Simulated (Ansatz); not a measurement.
Geometry optimisation, RKS PBE0/cc-pVDZ in Ansatz 0.2.0.

Input file:

```yaml
crystal:
  periodic: [false, false, false]
  atoms:
    - { symbol: C, position_ang: [-1.5537, -0.2959, -0.993] }
    - { symbol: C, position_ang: [-0.2345, -0.9047, -0.8539] }
    - { symbol: Al, position_ang: [-0.1981, -2.0842, 0.7445] }
    - { symbol: Al, position_ang: [1.2799, 0.488, -0.6764] }
    - { symbol: Si, position_ang: [1.1199, 2.0137, 1.0905] }
    - { symbol: H, position_ang: [-1.621, 0.406, -1.913] }
    - { symbol: H, position_ang: [-1.8162, 0.3758, -0.1135] }
    - { symbol: H, position_ang: [-2.3451, -1.0151, -1.1246] }
    - { symbol: H, position_ang: [-0.0086, -1.5023, -1.7074] }
    - { symbol: H, position_ang: [1.1835, -2.8619, 1.1434] }
    - { symbol: H, position_ang: [-1.467, -2.2401, 1.705] }
    - { symbol: H, position_ang: [2.4248, 0.5355, -1.7076] }
    - { symbol: H, position_ang: [-0.1762, 2.8238, 0.9979] }
    - { symbol: H, position_ang: [1.1177, 1.2998, 2.4002] }
    - { symbol: H, position_ang: [2.2728, 2.9109, 1.0373] }
basis:
  gaussian: { orbitals: cc-pVDZ }
hamiltonian:
  xc: pbe0
relax:
  f_tol: 0.015
  max_steps: 40
output:
  orbitals: {}
```

Launched with:

```bash
$ ansatz run input.yaml --threads 2 --pin off --max-ram 3072MiB --backend cpu --events-out ev --progress --plain --runs-dir out
```

Where does it end, and by what steps?

The run converged. The force dipped under the threshold on the way, but the program's further checks kept it going. After 32 steps the energy has fallen by 0.496 eV; H12 moved furthest, 1.53 Å.

| step | energy less start (eV) | largest force component (eV/Å) | accepted |
| --- | --- | --- | --- |
| 0 | 0.0000 | 3.352 | yes |
| 2 | -0.4325 | 0.349 | yes |
| 4 | -0.4471 | 0.042 | yes |
| 6 | -0.4563 | 0.300 | yes |
| 8 | -0.4645 | 0.421 | yes |
| 10 | -0.4764 | 0.187 | yes |
| 12 | -0.4853 | 0.081 | yes |
| 14 | -0.4865 | 0.038 | yes |
| 16 | -0.4897 | 0.055 | yes |
| 18 | -0.4915 | 0.073 | yes |
| 20 | -0.4931 | 0.038 | yes |
| 22 | -0.4940 | 0.056 | yes |
| 24 | -0.4946 | 0.031 | yes |
| 26 | -0.4950 | 0.036 | yes |
| 28 | -0.4952 | 0.008 | yes |
| 30 | -0.4954 | 0.017 | yes |
| 32 | -0.4955 | 0.010 | yes |

```xyz
15
Properties=species:S:1:pos:R:3
C -1.586 -0.162 -0.592
C -0.222 -0.875 -0.663
Al -0.140 -2.612 0.255
Al 1.337 0.244 -0.221
Si 1.019 2.474 0.788
H -1.606 0.788 -1.153
H -1.852 0.084 0.449
H -2.411 -0.779 -0.986
H 0.046 -1.172 -1.705
H 1.026 -3.647 -0.097
H -1.237 -2.975 1.363
H 2.806 -0.331 -0.506
H -0.065 3.259 0.099
H 0.598 2.337 2.229
H 2.265 3.315 0.771
```

The run took 2.1 min on 2 threads of INTEL(R) XEON(R) PLATINUM 8581C CPU @ 2.10GHz (Emerald Rapids) (shared host), peak memory 0.4 GiB.
